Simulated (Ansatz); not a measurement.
Total energies of CrN4F2H12 (relaxed from a model of trans-CrF2(NH3)4, whose bonding it doesn't keep) from Ansatz at PBE0-D4/def2-TZVP, gas phase (1 Eh = 27.2114 eV = 2625.5 kJ/mol). The reference geometry is relaxed at PBE-D4/def2-SVP.

```json
{"state": "charge 0 quintet", "geometry": "reference", "energy (Eh)": "-1470.12437"}
{"state": "charge 1 quartet", "geometry": "reference", "energy (Eh)": "-1469.84446"}
{"state": "charge 1 quartet", "geometry": "relaxed at PBE-D4/def2-SVP", "energy (Eh)": "-1469.88531"}
{"state": "charge -1 sextet", "geometry": "reference", "energy (Eh)": "-1470.07558"}
{"state": "charge -1 sextet", "geometry": "relaxed at PBE-D4/def2-SVP", "energy (Eh)": "-1470.07682"}
{"state": "free Cr atom (septet)", "geometry": "–", "energy (Eh)": "-1044.22558"}
{"state": "free F atom (doublet)", "geometry": "–", "energy (Eh)": "-99.67617"}
{"state": "free N atom (quartet)", "geometry": "–", "energy (Eh)": "-54.54382"}
{"state": "free H atom (doublet)", "geometry": "–", "energy (Eh)": "-0.50104"}
```

Other spin states of the ions weren't run at this level and may lie lower.

(1) Work out the vertical ionisation energy to the quartet.

(2) Work out the vertical electron affinity, to the sextet.

(3) Give the fundamental gap IE − EA, the Mulliken electronegativity (IE + EA)/2 and the hardness (IE − EA)/2.

(4) How much does the charge 1 quartet relax, and what is the adiabatic ionisation energy?

(5) How much does the charge -1 sextet relax, and what is the adiabatic electron affinity?

(6) What is the binding energy per atom against free atoms?

(1) E(charge 1 quartet) − E(charge 0 quintet) = -1469.84446 − (-1470.12437) = 0.27991 Eh = 7.62 eV. For comparison, −ε of the highest occupied level of the spin that leaves is 5.43 eV at this level, 2.19 eV less.

(2) E(charge 0 quintet) − E(charge -1 sextet) = -1470.12437 − (-1470.07558) = -0.04879 Eh = -1.33 eV; negative, so the extra electron isn't bound. The basis lacks diffuse functions, which makes affinities too small.

(3) From the values in Eh: IE − EA = 0.27991 − (-0.04879) = 0.32870 Eh = 8.94 eV; (IE + EA)/2 = 3.14 eV; (IE − EA)/2 = 4.47 eV.

(4) Relaxation: -1469.84446 − (-1469.88531) = 0.04085 Eh = 1.11 eV. Adiabatic ionisation energy: 0.23906 Eh = 6.51 eV, without zero-point energy. 

(5) Relaxation: -1470.07558 − (-1470.07682) = 0.00124 Eh = 0.03 eV. Adiabatic electron affinity: -0.04755 Eh = -1.29 eV, without zero-point energy. 

(6) Atoms: 1 × (-1044.22558) + 2 × (-99.67617) + 4 × (-54.54382) + 12 × (-0.50104) = -1467.76568 Eh. Binding: -1467.76568 − (-1470.12437) = 2.35869 Eh = 64.18 eV, or 3.38 eV for each of 19 atoms (no zero-point energy, no counterpoise term).

At PBE0-D4/def2-TZVP the highest occupied level of the charge -1 sextet lies above zero (up to 2.46 eV). By energy differences it is unbound by 1.33 eV (vertical, to the charge 0 quintet, at PBE0-D4/def2-TZVP) and held by the finite basis. At PBE0-D4/def2-TZVP the highest occupied level of the relaxed charge -1 sextet lies above zero (up to 2.34 eV). By energy differences, losing it releases 1.29 eV (each at its own geometry, to the charge 0 quintet, at PBE0-D4/def2-TZVP).  At PBE0-D4/def2-TZVP the lowest empty level of the quintet has β spin (-0.17 eV), and filling it gives a quartet, which wasn't run; the affinity to the sextet shown is then probably not the largest one. The singlet lies 3.27 eV above the quintet at this level but is left out (at the level of its geometry, an occupied level 0.13 eV above an empty one). The triplet lies 1.27 eV above the quintet at this level but is left out (at the level of its geometry, ⟨S²⟩ 2.78, where a pure state has 2.00).
